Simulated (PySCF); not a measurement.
Shapes and spin states of Be₄⁻

Computed with PBE0/[Be def2-TZVPD], no relativity, density fitting, PySCF.

Relaxations began from a few typed shapes and spin states; open shells are unrestricted. The search is not exhaustive: other isomers or separated fragments can lie lower, and high-lying points may rest on an excited occupation.

**Question.** Which is the lowest minimum found?
A. quartet D2h: Be–Be 2.060 Å (×4), Be–Be 2.226 Å; Be–Be–Be 57.3° (×4), Be–Be–Be 65.4° (×2), Be–Be–Be 114.6° (×2)
B. doublet Td: Be–Be 2.051 Å (×6); Be–Be–Be 60.0° (×12)
C. quartet D4h: Be–Be 2.018 Å (×4); Be–Be–Be 90.0° (×4)

**Answer.** B. The others lie at 132.4 (quartet D2h), 157.6 (quartet D4h, a saddle point) kJ/mol above it.

For the lowest minimum: the lowest empty level of this anion is unbound, so it and the gap depend on the basis.
